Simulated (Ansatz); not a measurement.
Process, species as SMILES: [N]=C=O → C atom + N atom + O atom
B3LYP-D3(BJ)/def2-TZVP geometries, fixed; electronic energies without zero-point terms.

Energies in hartree at r2SCAN with Ansatz (a quantum-chemistry and plane-wave program); the atomisation energy is their sum with the coefficients shown, times 627.509 kcal/mol a hartree. All functions are spherical. The program fits the integrals of some runs and decomposes those of others, by size. Open shells are unrestricted. No added dispersion term, no relativity.

```tsv
species	coefficient	part	cc-pVDZ	cc-pVTZ	cc-pVQZ
[N]=C=O	-1	r2SCAN	-167.93486	-167.98410	-167.99630
C atom	+1	r2SCAN	-37.82627	-37.83209	-37.83413
N atom	+1	r2SCAN	-54.56784	-54.57901	-54.58236
O atom	+1	r2SCAN	-75.03225	-75.05462	-75.06064
```

**Question.** Predict the atomisation energy in cc-pV5Z (X = 5): let each r2SCAN step shrink by the ratio of the last two. Compare with the run.

**Answer.** 
- [N]=C=O: steps -0.04924 and -0.01220, ratio 0.248, so r2SCAN -167.99933 (run: -168.00021).
- C atom: steps -0.00582 and -0.00204, ratio 0.351, so r2SCAN -37.83485 (run: -37.83479).
- N atom: steps -0.01117 and -0.00335, ratio 0.300, so r2SCAN -54.58337 (run: -54.58343).
- O atom: steps -0.02237 and -0.00602, ratio 0.269, so r2SCAN -75.06226 (run: -75.06275).
Predicted 325.58 kcal/mol; the run in cc-pV5Z gives 325.83, a miss of -0.24. Keeping the value in cc-pVQZ, 325.78, would miss by -0.04. All sums are of the energies as printed.
